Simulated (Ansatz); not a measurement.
Reactions of C2H6S2Si (`C=C([SiH3])SS`).

Calculated with Ansatz (gas phase, PBE0-D4/def2-TZVP geometries, no zero-point term in ΔE). CBS: MP2 limit from def2 TZ/QZ plus the TZ coupled-cluster correction, frozen cores. This one scheme is used for every species, atoms too. Open shells (•) are unrestricted, without spin–orbit coupling. Spin–orbit coupling would lower the free atoms: a little for C, S, Si. Each species was taken in one conformer, which may not be the lowest.

Problem. Order these by ΔE at CCSD(T)/CBS, lowest first. (Estimate.)
A. `C=C([SiH3])SS` → 2 C• + 6 H• + 2 S• + Si•
B. `C=C([SiH3])SS` → `C1[SiH2]SCS1`
C. `C=C([SiH3])SS` + H₂O → `C=C(O)SS` + SiH₄
D. `C=C([SiH3])SS` + H₂O → `C=C(O)[SiH3]` + `SS`
E. `C=C([SiH3])SS` + `OC=S` → `C=C([SiH3])OC=S` + `SS`
F. `C=C([SiH3])SS` → `CC1(S)[SiH2]S1`

Solution. B (-1.53 eV), F (-0.64 eV), E (+0.49 eV), D (+0.58 eV), C (+0.67 eV), A (+38.90 eV).

Largest T1 diagnostic: 0.018, for `OC=S`.
